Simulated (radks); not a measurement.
Valence configurations of the neon ion Ne+ (all share [He]). Calculated with a radial shooting solver on a logarithmic mesh with Libxc functionals: non-relativistic Kohn-Sham, PBEsol, spin-polarised, spherical densities, point nucleus; open shells are filled with parallel spins first. Energies are relative to 2s2 2p5; eigenvalues in eV for spin up.

valence      E (eV)  moment (Bohr magnetons)    e(2p)    e(2s)
2s2 2p5       0.000                        1  -33.133  -56.190
2s1.5 2p5.5  11.545                        1  -33.206  -56.370
2s1 2p6      23.068                        1  -33.281  -56.552

NIST lists [He] 2s2 2p5 as the ground configuration; this level of theory agrees among the configurations tried. The energies are those of spherical high-spin densities, not of single terms.
